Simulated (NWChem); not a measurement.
Program: NWChem. System: Se (-1), charge -1, spin multiplicity 2. Its SCF solution wasn't tested for a lower state. Level: ULC-wPBE (omega 0.3 per bohr)/def2-TZVPD.

The NWChem input:

```
start mol
memory heap 200 mb stack 900 mb global 1100 mb
charge -1
geometry units angstroms nocenter noautoz
  Se     0.000000     0.000000     0.000000
  symmetry group D2h
end
basis spherical
  * library def2-tzvpd
end
dft
  xc xwpbe 1.00 cpbe96 1.0 hfexch 1.00
  cam 0.3 cam_alpha 0.00 cam_beta 1.00
  odft
  mult 2
  direct
  iterations 100
end
task dft energy
```

Part of the output:

```
             Northwest Computational Chemistry Package (NWChem) 7.3.0
             --------------------------------------------------------

                                NWChem Input Module
                                -------------------

 Scaling coordinates for geometry "geometry" by  1.889725989
 (inverse scale =  0.529177249)

                             Geometry "geometry" -> ""
                             -------------------------

 Output coordinates in angstroms (scale by  1.889725989 to convert to a.u.)

  No.       Tag          Charge          X              Y              Z
 ---- ---------------- ---------- -------------- -------------- --------------
    1 Se                  34.0000     0.00000000     0.00000000     0.00000000

 Effective nuclear repulsion energy (a.u.)       0.0000000000

            Nuclear Dipole moment (a.u.)
            ----------------------------
        X                 Y               Z
 ---------------- ---------------- ----------------
     0.0000000000     0.0000000000     0.0000000000

      Symmetry information
      --------------------

 Group name             D2h
 Group number             26
 Group order               8
 No. of unique centers     1

      Symmetry unique atoms

     1


 Summary of "ao basis" -> "" (spherical)
 ------------------------------------------------------------------------------
       Tag                 Description            Shells   Functions and Types
 ---------------- ------------------------------  ------  ---------------------
 *                         def2-tzvpd                 on all atoms

  pbe96 is a nonlocal functional; adding pw91lda local functional.

                                 NWChem DFT Module
                                 -----------------

 Summary of "ao basis" -> "ao basis" (spherical)
 ------------------------------------------------------------------------------
       Tag                 Description            Shells   Functions and Types
 ---------------- ------------------------------  ------  ---------------------
 Se                        def2-tzvpd               19       57   7s6p5d1f

 Summary of "ao basis" -> "ao basis" (spherical)
 ------------------------------------------------------------------------------
       Tag                 Description            Shells   Functions and Types
 ---------------- ------------------------------  ------  ---------------------
 Se                        def2-tzvpd               19       57   7s6p5d1f

      Symmetry analysis of basis
      --------------------------

        ag         17
        au          1
        b1g         5
        b1u         8
        b2g         5
        b2u         8
        b3g         5
        b3u         8

  int_init: cando_txs set to always be  F

            General Information
            -------------------
          SCF calculation type: DFT
          Wavefunction type:  spin polarized.
          No. of atoms     :     1
          No. of electrons :    35
           Alpha electrons :    18
            Beta electrons :    17
          Charge           :    -1
          Spin multiplicity:     2
          Use of symmetry is: on ; symmetry adaption is: on
          Maximum number of iterations: 100
          This is a Direct SCF calculation.
          AO basis - number of functions:    57
                     number of shells:    19
          Convergence on energy requested:  1.00D-06
          Convergence on density requested:  1.00D-05
[...]
    17      0.459953  1 Se px                20      0.375937  1 Se px
    11     -0.313564  1 Se px                14      0.278971  1 Se px
    23      0.111992  1 Se px                 8      0.095690  1 Se px

 Vector   19  Occ=0.000000D+00  E= 2.054723D-01  Symmetry=b1u
              MO Center= -2.1D-29,  1.8D-29, -1.5D-19, r^2= 1.7D+01
   Bfn.  Coefficient  Atom+Function         Bfn.  Coefficient  Atom+Function
  ----- ------------  ---------------      ----- ------------  ---------------
    25      1.292487  1 Se pz                22     -0.678204  1 Se pz
    16     -0.138519  1 Se pz                13      0.090338  1 Se pz
    19      0.078646  1 Se pz                10     -0.026892  1 Se pz

 Vector   20  Occ=0.000000D+00  E= 2.122459D-01  Symmetry=b3u
              MO Center= -5.1D-20, -1.5D-30,  4.2D-33, r^2= 1.7D+01
   Bfn.  Coefficient  Atom+Function         Bfn.  Coefficient  Atom+Function
  ----- ------------  ---------------      ----- ------------  ---------------
    23      1.297821  1 Se px                20     -0.723517  1 Se px
    14     -0.151752  1 Se px                11      0.101874  1 Se px
    17      0.077636  1 Se px                 8     -0.030386  1 Se px

 Vector   21  Occ=0.000000D+00  E= 2.122459D-01  Symmetry=b2u
              MO Center= -1.1D-30, -5.1D-20,  3.8D-31, r^2= 1.7D+01
   Bfn.  Coefficient  Atom+Function         Bfn.  Coefficient  Atom+Function
  ----- ------------  ---------------      ----- ------------  ---------------
    24      1.297821  1 Se py                21     -0.723517  1 Se py
    15     -0.151752  1 Se py                12      0.101874  1 Se py
    18      0.077636  1 Se py                 9     -0.030386  1 Se py

                     DFT Final Beta Molecular Orbital Analysis
                     -----------------------------------------

 Vector   15  Occ=1.000000D+00  E=-4.567802D-01  Symmetry=ag
              MO Center= -2.4D-20, -2.0D-20,  7.6D-18, r^2= 1.2D+00
   Bfn.  Coefficient  Atom+Function         Bfn.  Coefficient  Atom+Function
  ----- ------------  ---------------      ----- ------------  ---------------
     5      0.658238  1 Se s                  6      0.518393  1 Se s
     4     -0.371230  1 Se s                  3     -0.288120  1 Se s
     2      0.129959  1 Se s                  7      0.067229  1 Se s
     1     -0.041055  1 Se s

 Vector   16  Occ=1.000000D+00  E=-7.543649D-02  Symmetry=b2u
              MO Center=  2.9D-32, -4.0D-19,  1.4D-32, r^2= 2.4D+00
   Bfn.  Coefficient  Atom+Function         Bfn.  Coefficient  Atom+Function
  ----- ------------  ---------------      ----- ------------  ---------------
    18      0.446744  1 Se py                21      0.379649  1 Se py
    12     -0.310606  1 Se py                15      0.278858  1 Se py
    24      0.129723  1 Se py                 9      0.094755  1 Se py

 Vector   17  Occ=1.000000D+00  E=-7.543649D-02  Symmetry=b3u
              MO Center= -5.6D-19, -5.2D-33,  2.3D-32, r^2= 2.4D+00
   Bfn.  Coefficient  Atom+Function         Bfn.  Coefficient  Atom+Function
  ----- ------------  ---------------      ----- ------------  ---------------
    17      0.446744  1 Se px                20      0.379649  1 Se px
    11     -0.310606  1 Se px                14      0.278858  1 Se px
    23      0.129723  1 Se px                 8      0.094755  1 Se px

 Vector   18  Occ=0.000000D+00  E= 1.585358D-01  Symmetry=b1u
              MO Center=  2.4D-30, -4.3D-30, -1.4D-18, r^2= 6.5D+00
   Bfn.  Coefficient  Atom+Function         Bfn.  Coefficient  Atom+Function
  ----- ------------  ---------------      ----- ------------  ---------------
    25      0.613202  1 Se pz                19      0.383240  1 Se pz
    13     -0.233398  1 Se pz                16      0.192293  1 Se pz
    22      0.126474  1 Se pz                10      0.071478  1 Se pz

 Vector   19  Occ=0.000000D+00  E= 2.131774D-01  Symmetry=b2u
              MO Center=  7.9D-33, -5.1D-20,  2.1D-31, r^2= 1.7D+01
   Bfn.  Coefficient  Atom+Function         Bfn.  Coefficient  Atom+Function
  ----- ------------  ---------------      ----- ------------  ---------------
    24      1.298285  1 Se py                21     -0.738161  1 Se py
    15     -0.157025  1 Se py                12      0.106628  1 Se py
    18      0.075662  1 Se py                 9     -0.031827  1 Se py

 Vector   20  Occ=0.000000D+00  E= 2.131774D-01  Symmetry=b3u
              MO Center= -5.1D-20, -2.1D-32,  3.3D-33, r^2= 1.7D+01
   Bfn.  Coefficient  Atom+Function         Bfn.  Coefficient  Atom+Function
  ----- ------------  ---------------      ----- ------------  ---------------
    23      1.298285  1 Se px                20     -0.738161  1 Se px
    14     -0.157025  1 Se px                11      0.106628  1 Se px
    17      0.075662  1 Se px                 8     -0.031827  1 Se px

   alpha - beta orbital overlaps
   -----------------------------

   alpha      1      2      3      4      5      6      7      8      9     10
    beta      1      2      3      5      4      6      7      8      9     10
 overlap   1.000  1.000  1.000  1.000  1.000  1.000  1.000  1.000  1.000  1.000

   alpha     11     12     13     14     15     16     17     18     19     20
    beta     12     11     14     13     15     18     16     17     21     20
 overlap   1.000  1.000  1.000  1.000  0.999  0.886  1.000  1.000  0.888  1.000

   alpha     21     22     23     24     25     26     27     28     29     30
    beta     19     22     27     26     25     24     23     30     28     29
 overlap   1.000  0.997  0.995  0.999  0.999  1.000  1.000  0.996  1.000  1.000

   alpha     31     32     33     34     35     36     37     38     39     40
    beta     35     33     34     32     31     36     41     38     37     39
 overlap   0.995  0.999  0.999  1.000  1.000  0.998  1.000  1.000  1.000  1.000

   alpha     41     42     43     44     45     46     47     48     49     50
    beta     40     48     46     47     43     42     44     45     49     50
 overlap   1.000  0.997  0.999  0.999  1.000  1.000  1.000  1.000  0.997  0.999

   alpha     51     52     53     54     55     56     57
    beta     51     54     53     52     56     55     57
 overlap   0.999  1.000  1.000  1.000  1.000  1.000  1.000

     --------------------------
     Expectation value of S2:
     --------------------------
      <S2> =      0.7541 (Exact =     0.7500)

 Task  times  cpu:        7.5s     wall:        7.5s

 Total times  cpu:        7.5s     wall:        7.5s
```
